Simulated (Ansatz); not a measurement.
`C[SiH2][CH2][GaH][SiH3]` → `C[SiH2][CH2][GaH2]` + `[SiH2]` at 298.15 K and 1 bar (silylene loss).

Computed with Ansatz on PBE0-D4/def2-TZVP structures; ΔE is electronic, products minus reactants. CCSD(T)/CBS adds triple-zeta CCSD(T) − MP2 to the extrapolated MP2 energy (def2 sets, frozen cores). This one scheme is used for every species. For Ga outer-core shells are correlated without core-valence functions, which leaves a few kJ/mol of doubt a bond. Scalar relativity is left out up to krypton. Each species was taken in one conformer, which may not be the lowest.

| species | CCSD(T)/CBS energy (Eh) | H − E (kJ/mol) | S (J/(mol·K)) |
| --- | --- | --- | --- |
| `C[SiH2][CH2][GaH][SiH3]` | -2584.83070 | 323.0 | 441.5 |
| `C[SiH2][CH2][GaH2]` | -2294.54249 | 269.0 | 376.0 |
| `[SiH2]` | -290.19011 | 40.6 | 207.5 |

H − E and S are ideal-gas, rigid-rotor, harmonic terms from PBE0-D4/def2-TZVP, for one conformer and one mirror image of each species. 1 Eh = 2625.50 kJ/mol, R = 8.31446 J/(mol·K).

**Question.** By hand: ΔE, ΔH, ΔS and ΔG.

**Answer.** ΔE = (-2294.54249) + (-290.19011) − (-2584.83070) = 0.09810 Eh = 257.6 kJ/mol. Δ(H − E) = 269.0 + 40.6 − 323.0 = -13.4, so ΔH = 244.2 kJ/mol. ΔS = 376.0 + 207.5 − 441.5 = 142.0 J/(mol·K). ΔG = 244.2 − 298.15 × (142.0)/1000 = 201.9 kJ/mol.

**Question.** By hand: the equilibrium constant, and the temperature at which ΔG would vanish if ΔH and ΔS stayed fixed.

**Answer.** log₁₀ K = −ΔG/(RT ln 10) = -35.4. ΔG = 0 at ΔH/ΔS = 1720 K.

The number of gas molecules changes by +1, which sets the sign of ΔS. A doubt of 5 kJ/mol in ΔE shifts log₁₀ K by 0.9 here. Other conformers and mirror images would add mixing entropy, several J/(mol·K) or more a flexible species. Modes under 60 cm⁻¹, often nearly free rotors, make the harmonic entropy too high. These are equilibria of isolated gas molecules and say nothing of rates. Largest T1 diagnostic: 0.014 (customary marks: 0.02 for closed shells, 0.045 for open ones).
